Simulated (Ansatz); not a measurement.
`CCN(C)[SiH3]` → `CN(C)[SiH3]` + `[CH2]` (triplet) at 400 K and 1 bar (formal loss of a carbene).

Calculated with Ansatz (gas phase, PBE0-D4/def2-TZVP geometries, no zero-point term in ΔE). CCSD(T)/CBS is the MP2 limit (def2-TZVPP, def2-QZVPP) plus CCSD(T) − MP2 in def2-TZVPP, frozen cores. This one scheme is used for every species. Triplets are unrestricted, without spin–orbit coupling. One conformer a species, not always the lowest.

| species | CCSD(T)/CBS energy (Eh) | H − E (kJ/mol) | S (J/(mol·K)) |
| --- | --- | --- | --- |
| `CCN(C)[SiH3]` | -464.56280 | 393.7 | 400.0 |
| `CN(C)[SiH3]` | -425.29981 | 312.9 | 361.2 |
| `[CH2]` (triplet) | -39.09499 | 59.0 | 205.7 |

H − E and S are ideal-gas, rigid-rotor, harmonic terms from PBE0-D4/def2-TZVP, for one conformer and one mirror image of each species, with the whole ground term of open shells counted as degenerate. 1 Eh = 2625.50 kJ/mol, R = 8.31446 J/(mol·K).

Q: By hand: ΔE, ΔH, ΔS and ΔG.

A: ΔE = (-425.29981) + (-39.09499) − (-464.56280) = 0.16800 Eh = 441.1 kJ/mol. Δ(H − E) = 312.9 + 59.0 − 393.7 = -21.8, so ΔH = 419.3 kJ/mol. ΔS = 361.2 + 205.7 − 400.0 = 166.9 J/(mol·K). ΔG = 419.3 − 400 × (166.9)/1000 = 352.5 kJ/mol.

Q: By hand: the equilibrium constant, and the temperature at which ΔG would vanish if ΔH and ΔS stayed fixed.

A: log₁₀ K = −ΔG/(RT ln 10) = -46.0. ΔG = 0 at ΔH/ΔS = 2512 K, far beyond where these terms or the molecules hold.

The number of gas molecules changes by +1, which sets the sign of ΔS. A doubt of 5 kJ/mol in ΔE shifts log₁₀ K by 0.7 here. Other conformers and mirror images would add mixing entropy, several J/(mol·K) or more a flexible species. A triplet takes part, so the spin changes. These are equilibria of isolated gas molecules and say nothing of rates. Largest T1 diagnostic: 0.011 (customary marks: 0.02 for closed shells, 0.045 for open ones).
